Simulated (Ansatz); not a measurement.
CH7BOSi (`COB[SiH3]`), relaxed with RKS PBE-D4/def2-SVP in Ansatz from a rough embedded geometry. The force threshold is 0.03 eV/Å; the program also tests the step.

Charge 0, multiplicity 1.

Start:

```xyz
11

C     0.418    1.708    0.222
O    -0.347    1.105   -0.733
B     0.180   -0.243   -0.885
Si   -0.631   -1.767    0.220
H     0.361    1.288    1.238
H     0.043    2.820    0.346
H     1.486    1.827   -0.064
H     1.002   -0.526   -1.623
H    -2.097   -1.802   -0.122
H     0.023   -2.980   -0.188
H    -0.439   -1.430    1.588
```

| step | energy (eV) | largest force (eV/Å) | largest move (Å) |
| --- | --- | --- | --- |
| 1 | -11736.4669 | 2.912 | 0.000 |
| 2 | -11736.9664 | 1.452 | 0.183 |
| 3 | -11737.1291 | 0.746 | 0.194 |
| 4 | -11737.2837 | 1.217 | 0.195 |
| 5 | -11737.4666 | 1.330 | 0.195 |
| 6 | -11737.6130 | 1.060 | 0.200 |
| 7 | -11737.7364 | 0.602 | 0.200 |
| 8 | -11737.8149 | 0.207 | 0.200 |
| 9 | -11737.8348 | 0.317 | 0.200 |
| 10 | -11737.8466 | 0.099 | 0.200 |
| 11 | -11737.8507 | 0.025 | 0.074 |
| 12 (rejected) | -11737.8503 | 0.363 | 0.154 |
| 13 | -11737.8526 | 0.103 | 0.075 |
| 14 | -11737.8539 | 0.232 | 0.097 |
| 15 | -11737.8553 | 0.191 | 0.021 |
| 16 (rejected) | -11737.8528 | 0.290 | 0.107 |
| 17 | -11737.8580 | 0.036 | 0.052 |
| 18 | -11737.8604 | 0.062 | 0.098 |
| 19 | -11737.8614 | 0.100 | 0.085 |
| 20 | -11737.8630 | 0.059 | 0.023 |
| 21 | -11737.8632 | 0.082 | 0.048 |
| 22 | -11737.8644 | 0.041 | 0.035 |
| 23 | -11737.8647 | 0.037 | 0.042 |
| 24 | -11737.8649 | 0.041 | 0.038 |
| 25 | -11737.8651 | 0.036 | 0.013 |
| 26 | -11737.8651 | 0.019 | 0.008 |

End:

```xyz
11

C     0.680    2.023    0.216
O     0.084    0.757    0.485
B     0.079   -0.258   -0.408
Si   -0.811   -2.012    0.102
H     1.464    2.220    0.975
H    -0.095    2.811    0.304
H     1.129    2.055   -0.800
H     0.608   -0.095   -1.505
H    -1.931   -2.330   -0.862
H     0.176   -3.151   -0.005
H    -1.383   -2.021    1.497
```

Run time 31 s (2 threads of an Intel Xeon Platinum 8488C on a shared host); peak host memory 0.17 GiB.
